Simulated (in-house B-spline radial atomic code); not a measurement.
Eu²⁺. Computed with a B-spline radial atomic code. Model: non-relativistic spherical atom: semilocal Troullier-Martins pseudo-atom, one channel per l, against all electrons, high spin, G0W0 and RPA with empty states to l = 8, local potential for every l without a channel, a model core (radius 0 = none) keeps its share of the functional.

Without relativity these are model numbers for so heavy an element.

What the tables leave out is listed at the end.

The pseudopotential gives back the lowest level of each angular momentum of its own functional in the configuration it was made in; a second state of the same l is only approximately right. Exact exchange, RPA and GW see the smooth pseudo-orbitals and miss the exchange with the core, for which the functional's share stands in. The column with an uncorrelated core keeps all orbitals and exact exchange, and so separates missing core correlation from pseudisation. Only the three outermost levels and the lowest empty one were computed. RPA here is direct RPA, with no exchange kernel, and its energies carry an (l + 1/2)⁻⁴ tail. A hybrid on a potential with a model core restores only its own semilocal share of the core's exchange.

Command:
```bash
python run_psgw.py task.json out
```
Settings (lengths in bohr, energies in hartree):
```
Z                      63
electrons              61
configuration          [Xe] 4f7
generated_in           [Xe] 4f7
functional             lda,vwn
core_shells            8
radius_factor          0.8
core_correction        False
```

Cost of the run: 62 s on 1 thread of Arm Neoverse N1 (shared host).

Given: made with LDA VWN5; model core radius 0 bohr; local radius 0.626 bohr; mean-field start LDA VWN5.

Valence shells of the generating configuration: 4d, 5s, 5p, 4f.

Channel: s 1.059, p 1.149, d 0.457, f 1.586 (radii in bohr).

Computed: largest level miss in the spin-unpolarised generating configuration 0.003 eV; valence RPA correlation energy pseudo -2.3929 hartree; all-electron RPA polarisability, core included 7.5865 bohr³; pseudo-atom RPA polarisability 7.4688 bohr³.

```
  level  occupied  mean-field all-electron (eV)  mean-field pseudo minus all (eV)  G0W0 all-electron (eV)  G0W0 uncorrelated core minus all (eV)  G0W0 pseudo minus all (eV)  exchange self-energy all-electron (eV)  exchange self-energy pseudo (eV)
  4f up         1                       -21.096                            -0.766                 -28.751                                   0.22                         1.6                                 -62.274                           -47.963
5p down         1                       -35.018                             0.248                 -40.971                                 -0.039                      -0.619                                 -26.026                           -24.116
```

Q: What is the valence RPA correlation energy all-electron orbitals?

A: -1.8571 hartree.

Given: mean-field start PBE0.

Computed: valence RPA correlation energy all-electron orbitals -1.7693 hartree; valence RPA correlation energy pseudo -2.2942 hartree; all-electron RPA polarisability, core included 6.7884 bohr³.

| level | occupied | mean-field all-electron (eV) | mean-field pseudo minus all (eV) | G0W0 all-electron (eV) | G0W0 uncorrelated core minus all (eV) | G0W0 pseudo minus all (eV) | exchange self-energy all-electron (eV) | exchange self-energy pseudo (eV) |
| --- | --- | --- | --- | --- | --- | --- | --- | --- |
| 4f up | 1 | -23.773 | -0.258 | -29.115 | 0.226 | 1.88 | -62.799 | -48.278 |
| 5p down | 1 | -36.413 | 0.002 | -40.975 | -0.035 | -0.521 | -25.796 | -24.242 |
| 5d up (empty) | 0 | -13.152 | 0.075 | -10.411 | 0.014 | 0.297 | -7.6987 | -6.3126 |

Q: What is the pseudo-atom RPA polarisability?

A: 6.6208 bohr³.

Given: mean-field start Hartree-Fock.

Computed: valence RPA correlation energy all-electron orbitals -1.5656 hartree; valence RPA correlation energy pseudo -2.0636 hartree; pseudo-atom RPA polarisability 5.1163 bohr³.

| level | occupied | mean-field all-electron (eV) | mean-field pseudo minus all (eV) | G0W0 all-electron (eV) | G0W0 uncorrelated core minus all (eV) | G0W0 pseudo minus all (eV) | exchange self-energy all-electron (eV) | exchange self-energy pseudo (eV) |
| --- | --- | --- | --- | --- | --- | --- | --- | --- |
| 4f up | 1 | -32.046 | 2.696 | -29.84 | 0.231 | 2.171 | -64.259 | -48.594 |
| 5p down | ? | ? | ? | ? | ? | ? | ? | ? |
| 5p up | 1 | -42.958 | -2.972 | -43.448 | -0.051 | -1.827 | -29.269 | -32.201 |
| 6s up (empty) | 0 | -9.9101 | -0.168 | -10.501 | -0.002 | -0.264 | -1.3268 | -1.446 |

Q: What belongs in the row 5p down?

A: occupied: 1; mean-field all-electron (eV): -39.957; mean-field pseudo minus all (eV): -0.608; G0W0 all-electron (eV): -40.959; G0W0 uncorrelated core minus all (eV): -0.028; G0W0 pseudo minus all (eV): -0.247; exchange self-energy all-electron (eV): -25.2; exchange self-energy pseudo (eV): -24.455.

Q: What is the all-electron RPA polarisability, core included?

A: 5.4997 bohr³.

Among the listed levels the largest G0W0 shift of the pseudo-atom is +2.17 eV, for 4f up on the Hartree-Fock start, while leaving the core uncorrelated moves that level by +0.23 eV. So pseudisation and the lost core exchange, not the missing core correlation, make the error. Not in the tables (levels of low weight, unsolved or above zero; the highest and the empty levels are kept at any weight): on LDA the G0W0 levels 5p up (pseudo minus all -1.46 eV, weights 0.13 and 0.42), 4f down (pseudo minus all +1.74 eV, weights 0.50 and 0.79); on PBE0 the G0W0 levels 5p up (pseudo minus all -1.63 eV, weights 0.71 and 0.73).
